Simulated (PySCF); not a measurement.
Isomers C8H8OP2:

A. SMILES C(C1=CP=CP=C1C=C)(C)=O
B. `C=Cc1cpcpc1C(C)=O`
C. SMILES O=[P@]1(P)C=Cc2ccccc21

Spectrum 1. ¹³C{¹H} NMR (computed): δ 205.5 (C), 191.5 (CH), 168.0 (C), 166.2 (CH), 156.0 (CH), 152.3 (C), 124.3 (CH2), 33.8 (CH3).

Spectrum 2. ¹³C{¹H} NMR (computed): δ 145.5 (CH), 145.0 (C), 143.3 (CH), 141.8 (C), 137.8 (CH), 135.0 (CH), 134.8 (CH), 130.1 (CH).

Spectrum 3. ¹³C{¹H} NMR (computed): δ 218.2 (C), 196.9 (CH), 171.1 (C), 162.2 (CH), 149.8 (C), 147.1 (CH), 131.2 (CH2), 35.1 (CH3).

Gas phase, averaged over atoms made equivalent by symmetry, fast rotation or ring inversion, non-relativistic Hamiltonian, a single conformation. GFN2-xTB structure; shielding tensors at PBE0/pcSseg-1 (GIAO); PySCF.

Referencing at the same level of theory: ¹³C (186.93 ppm) vs TMS. Splittings of carbon signals by F and P are missing where no couplings were computed. Shifts are as computed. Against solution values, carbons near 30 ppm lie about +3 ppm off and those near 130 ppm about +5 ppm. Of 1211 compounds with measured shifts, 218 miss one by over three times the rms of a fit or turn the order of signals round; such compounds aren't used in these exercises.

Match each spectrum to its structure.

Answers

1–B, 2–C, 3–A.

- Spectrum 1 (B): 8 ¹³C signals; δC 205.5 is a ketone carbonyl carbon; δC 156.0 is an alkene CH.
- Spectrum 2 (C): 8 ¹³C signals; δC 145.5 is an alkene CH; δC 143.3 is an alkene CH.
- Spectrum 3 (A): 8 ¹³C signals; δC 218.2 is a ketone carbonyl carbon; δC 147.1 is an alkene CH.
